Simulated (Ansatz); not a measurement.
Ca₂O₂. The state is a quintet with charge 0. Geometry PBE0-D4/def2-TZVP; atoms count from 1.

```xyz
4

Ca   -0.904   -0.866    1.470
Ca    0.773    0.929   -1.505
O     1.023   -0.488    0.282
O    -0.892    0.426   -0.246
```

At PBE0-D4/def2-TZVP a singlet of charge 0 lies 4.46 eV below the quintet, each at its own geometry. The structure comes from a short search, and lower isomers may exist.

(1) Estimate the Mulliken populations from the PBE0/def2-TZVP orbitals of Ansatz.

(2) Where does the spin sit?

(3) And the Mayer bond orders between bonded heavy atoms (over 0.3)?

## Answers

(1) 
```json
{"atom": "Ca1", "charge (e)": "0.66", "spin (α − β)": "0.96"}
{"atom": "Ca2", "charge (e)": "0.66", "spin (α − β)": "0.96"}
{"atom": "O3", "charge (e)": "-0.56", "spin (α − β)": "1.21"}
{"atom": "O4", "charge (e)": "-0.76", "spin (α − β)": "0.86"}
```
Mulliken values and Mayer orders depend strongly on the basis.

(2) Summed by element: Ca 1.93, O 2.07, of 4 unpaired in all. Largest on single atoms: O3 1.21, Ca1 0.96, Ca2 0.96.

(3) Ca1–O4 0.38 (2.15 Å); Ca2–O4 0.38 (2.15 Å). Values over 0.3 also appear between atoms too far apart for a bond (O3–O4 0.41 at 2.19 Å); they arise where an orbital or an unpaired electron spreads over both atoms.
